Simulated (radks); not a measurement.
Values are calculated unless marked as measured or tabulated.
Problem. Species: Br XXX. Configuration: [He] 2s2 2p2 (the NIST ground configuration). Level of theory: scalar-relativistic Kohn-Sham, SCAN, spin-polarised, spherical densities, finite nucleus; open shells are filled with parallel spins first; meta-GGA in the generalised Kohn-Sham scheme; Fermi nuclear charge, rms radius 4.1629 fm (a radial shooting solver on a logarithmic mesh with Libxc functionals). Some entries of the table are withheld. Estimate them.

orbital,occ.,eigenvalue (eV),<r> (bohr),<1/r> (bohr^-1)
1s up,1,-15356.28,0.04261,35.74
1s down,1,-15332.84,0.04253,35.79
2s up,1,(1),0.1781,8.455
2s down,1,(2),0.1791,8.382
2p up,2,-3281.236,0.1531,(3)

Solution. 
(1) 2s up eigenvalue (eV): -3430.191
(2) 2s down eigenvalue (eV): -3392.195
(3) 2p up <1/r> (bohr^-1): 8.237
